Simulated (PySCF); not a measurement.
C₂H₉NSi₃, SMILES N#C[C@H]([SiH3])[SiH2][SiH3].

The structure is a stationary point at ωB97X-D3(BJ)/def2-SVP. The structure was generated by enumeration; whether it is a known compound was not checked. Other conformers were not sampled.

Two levels are set side by side: PBE/def2-TZVP (PySCF) and r2SCAN/def2-TZVP (PySCF). Same geometry, gas phase. Differences are taken from unrounded values.

| quantity | r2SCAN | PBE | PBE minus r2SCAN |
|---|---|---|---|
| orbital gap (eV) | 6.30 | 5.78 | -0.52 |
| highest occupied level (eV) | -7.45 | -7.20 | 0.25 |
| lowest empty level (eV) | -1.15 | -1.42 | -0.27 |
| dipole moment (D) | 3.73 | 3.61 | -0.12 |
| mean polarisability (bohr³) | 110.9 | 114.2 | 3.3 |

Rough cost on one machine, each run with all the roots and properties that it gave: r2SCAN against PBE about 4 times.
